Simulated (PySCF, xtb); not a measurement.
Ge(OH)(SH) (GeH2OS), SMILES [OH][Ge][SH] (connectivity only; charge and spin as stated), neutral, multiplicity 1.

GFN2-xTB (xtb 6.7.1) at its own geometry gives an orbital gap of 3.55 eV and a dipole moment of 2.24 D.

Coordinates come from a B3LYP-D3(BJ)/def2-TZVP optimisation. One conformer was computed; it need not be the lowest.

**Question.** What does B3LYP/def2-TZVPD (PySCF) give? (The exact figures need the calculation; the answer reports its results.)

**Answer.** gap 4.92 eV (levels -7.28 and -2.36 eV), dipole 0.94 D.
